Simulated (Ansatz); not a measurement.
`[NH2][V]([OH])(=[S])[Cl]`, charge 0, multiplicity 1.

(1) Give a relaxed structure at PBE0-D4/def2-TZVP (Ansatz). (Estimate.)

## Answers

(1) Ansatz gave: 
Z-matrix (Å, degrees):
```
V
O 1 1.747
S 1 1.992 2 112.5
N 1 1.801 2 109.6 3 118.2
Cl 1 2.166 2 108.7 3 -122.3
H 2 0.961 1 124.6 3 5.1
H 4 1.008 1 127.7 2 -132.6
H 4 1.013 1 119.7 2 45.0
```
